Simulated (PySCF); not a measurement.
SMILES [CH2][SiH](OCC)OCC (C5H13O2Si), doublet, GFN2-xTB optimised geometry.

```
21

C     -0.57    -2.32    -1.37
Si     0.12    -1.30     0.00
O     -0.37     0.26     0.00
C     -0.19     1.24    -0.98
C     -0.56     2.60    -0.41
O     -0.48    -1.98     1.34
C     -0.41    -1.54     2.66
C     -1.42    -2.31     3.51
H     -0.62    -1.96    -2.38
H     -0.81    -3.37    -1.26
H      1.59    -1.30     0.00
H      0.86     1.24    -1.32
H     -0.82     1.00    -1.85
H     -1.59     2.59    -0.08
H      0.08     2.84     0.43
H     -0.44     3.37    -1.18
H     -0.61    -0.47     2.71
H      0.61    -1.71     3.04
H     -1.21    -3.37     3.45
H     -2.42    -2.13     3.13
H     -1.36    -1.98     4.54
```

Density from unrestricted CAM-B3LYP/def2-SVP (PySCF 2.14.0) at that geometry.

Minimum of the electron density along straight lines between bonded atoms, close to the bond critical point (lines longer than 1.1 times the sum of covalent radii, or with two minima, are not listed):

| bond | length / Å | ρ at the minimum / e bohr⁻³ | ∇²ρ there / e bohr⁻⁵ | position (fraction from the first atom) |
|---|---|---|---|---|
| C1–Si2 | 1.850 | 0.119 | ? | 0.62 |
| Si2–O3 | 1.627 | 0.128 | 1.08 | 0.41 |
| O3–C4 | 1.398 | 0.256 | -0.29 | 0.66 |
| C4–C5 | 1.522 | 0.252 | -0.61 | 0.51 |
| Si2–O6 | 1.615 | 0.133 | 1.12 | 0.41 |
| O6–C7 | 1.400 | 0.255 | -0.29 | 0.66 |
| C7–C8 | 1.522 | 0.252 | -0.61 | 0.51 |
| C1–H9 | 1.075 | 0.280 | -1.06 | 0.64 |
| C1–H10 | 1.074 | 0.280 | -1.07 | 0.64 |
| Si2–H11 | 1.476 | 0.117 | ? | 0.48 |
| C4–H12 | 1.097 | 0.281 | -1.06 | 0.63 |
| C4–H13 | 1.097 | 0.281 | -1.06 | 0.63 |
| C5–H14 | 1.087 | 0.278 | -1.04 | 0.63 |
| C5–H15 | 1.087 | 0.277 | -1.03 | 0.63 |
| C5–H16 | 1.087 | 0.277 | -1.02 | 0.63 |
| C7–H17 | 1.095 | 0.283 | -1.08 | 0.64 |
| C7–H18 | 1.098 | 0.281 | -1.06 | 0.63 |
| C8–H19 | 1.087 | 0.278 | -1.04 | 0.63 |
| C8–H20 | 1.087 | 0.278 | -1.04 | 0.63 |
| C8–H21 | 1.087 | 0.276 | -1.02 | 0.63 |

### Question
Complete the blanks.

### Answer

- C1–Si2, ∇²ρ there / e bohr⁻⁵: 0.40
- Si2–H11, ∇²ρ there / e bohr⁻⁵: 0.32
